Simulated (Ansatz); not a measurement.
Mulliken charges of ClH4NO2Sn, SMILES `[NH2][Sn]([OH])([OH])[Cl]` from r2SCAN/def2-TZVPP in Ansatz (PBE0-D4/def2-TZVP geometry).

| atom | x (Å) | y (Å) | z (Å) | charge (e) |
| --- | --- | --- | --- | --- |
| N1 | -0.765 | 0.354 | -1.574 | -0.547 |
| Sn2 | 0.098 | -0.038 | 0.170 | 1.283 |
| O3 | 1.132 | -1.663 | -0.077 | -0.542 |
| O4 | -1.336 | -0.207 | 1.468 | -0.542 |
| Cl5 | 1.587 | 1.517 | 1.079 | -0.382 |
| H6 | -1.365 | 1.168 | -1.559 | 0.162 |
| H7 | -0.114 | 0.435 | -2.343 | 0.162 |
| H8 | 1.921 | -1.683 | 0.472 | 0.203 |
| H9 | -1.070 | 0.071 | 2.348 | 0.202 |

Task: By hand: the dipole of these point charges (1 e Å = 4.8032 D).

Result: Σ q r = (-0.017, 0.124, -0.149) e Å, of length 0.195 e Å = 0.94 D.

Task: How does the dipole of the full density compare? (Estimate.)

Result: The calculation gave: (0.111, 0.245, -0.054) e Å, 1.32 D; the point charges give 0.71 times that, at 47° from its direction.

Point charges leave out the atoms' own dipoles, such as those of lone pairs, and Mulliken's split depends on the basis, so the two needn't agree.
